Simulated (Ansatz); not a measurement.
Ansatz (a program for electronic structure) input (CCSD(T)/def2-SVPD):

Ansatz 0.2 input:
```yaml
crystal:
  periodic: [false, false, false]
  atoms:
    - {symbol: Cs, position_ang: [-0.00000000, -0.00000000, -0.30204412]}
    - {symbol: O, position_ang: [0.00000000, 0.00000000, 2.07655333]}
basis:
  gaussian:
    orbitals: def2-SVPD
magnetization: {spin_polarized: true, initial_magnetization: 1}
correlation: {method: ccsd_t, electrons: outside_noble_gas}
output: {forces: true}
```

End of the output:

```
mean field evaluation 608: about -2570.3197 eV, gradient 5.9e-1 eV
mean field evaluation 640: about -2569.9600 eV, gradient 1.1e-1 eV
mean field evaluation 672: about -2571.4443 eV, gradient 3.3e-4 eV
mean field -2574.71979336 eV, -94.6192071984 hartree, gradient 4.8e-6 eV, S^2 0.763875; 13 other end points of the search recorded, 0 dependent functions left out
determinant -2574.71979336 eV, -94.6192071984 hartree, with singles and doubles -2579.50183593 eV, -94.7949440214 hartree
determinant -2574.49301170 eV, -94.6108731259 hartree, with singles and doubles -2579.21858266 eV, -94.7845346558 hartree
determinant -2572.39473268 eV, -94.5337627941 hartree, with singles and doubles -2575.80257322 eV, -94.6589986242 hartree
determinant -2572.10402237 eV, -94.5230793873 hartree, with singles and doubles -2575.45655978 eV, -94.6462828647 hartree
determinant -2571.44430920 eV, -94.4988353757 hartree, with singles and doubles -2575.11126854 eV, -94.6335936456 hartree
determinant -2571.34794747 eV, -94.4952941474 hartree, with singles and doubles -2574.70326405 eV, -94.6185997572 hartree
determinant -2574.71979336 eV, -94.6192071984 hartree, with singles and doubles -2579.50920908 eV, -94.7952149797 hartree
determinant -2574.49301170 eV, -94.6108731259 hartree, with singles and doubles -2579.22324533 eV, -94.7847060055 hartree
5 core orbitals not correlated, not the lowest: weight in the atoms' cores, before any rotation towards them, 0.836 or more for the frozen orbitals, at most 0.104 for the correlated occupied ones
reference -2574.71979336 eV, -94.6192071984 hartree; 4, 3 occupied and 41, 42 virtual orbitals, 474 factors
densities: 0.15 GiB planned
second order -4.50871645 eV of doubles, -0.00000000 eV of singles
coupled cluster: 0.12 GiB planned
cycle   1  -4.78941690 eV  change   -1.2e-6 eV  update   4.1e-6
cycle   2  -4.78941738 eV  change   -4.8e-7 eV  update   2.8e-6
cycle   3  -4.78941850 eV  change   -1.1e-6 eV  update   1.7e-6
cycle   4  -4.78941891 eV  change   -4.1e-7 eV  update   6.8e-7
cycle   5  -4.78941912 eV  change   -2.1e-7 eV  update   3.0e-7
cycle   6  -4.78941918 eV  change   -6.9e-8 eV  update   1.5e-7
cycle   7  -4.78941926 eV  change   -7.9e-8 eV  update   7.5e-8
perturbative correction -0.11962894 eV, -0.0043962824 hartree
the calculation of the forces begins
Total energy: -2579.62884157 eV, -94.7996113924 hartree
Atom 0 at    -0.000000    -0.000000    -0.302044 Å, force    -0.000000     0.000000    -1.375833 eV/Å
Atom 1 at     0.000000     0.000000     2.076553 Å, force     0.000000    -0.000000     1.375833 eV/Å
Dipole moment:     0.000000     0.000000    -1.793525 e Å
```
